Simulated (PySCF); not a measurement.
silylarsine anion (AsH₅Si), SMILES [SiH3][AsH2] (connectivity only; charge and spin as stated), charge -1, multiplicity 2.

Geometry: PBE0-D3(BJ)/def2-SVPD. The spin state was assumed, not searched.

The numbers are results of PySCF with M06-2X/def2-TZVPD, not measurements.

Isolated molecule, no solvent. A positive occupied level means that this level leaves the electron formally unbound; only the finite basis holds it.

```json
{
  "total_energy": "-2528.32986 hartree",
  "point_group": "Cs",
  "α spin, highest occupied and lowest empty level": "0.02 and 4.44 eV",
  "β spin, highest occupied and lowest empty level": "-2.46 and 3.43 eV",
  "dipole_moment_about_the_centre_of_nuclear_charge": "3.26 D",
  "mean_static_polarisability": "121.6 bohr³ (18.02 Å³)",
  "polarisability_principal_values": "82.9, 90.1, 191.8 bohr³",
  "⟨S²⟩": "0.756 (pure state 0.75)"
}
```
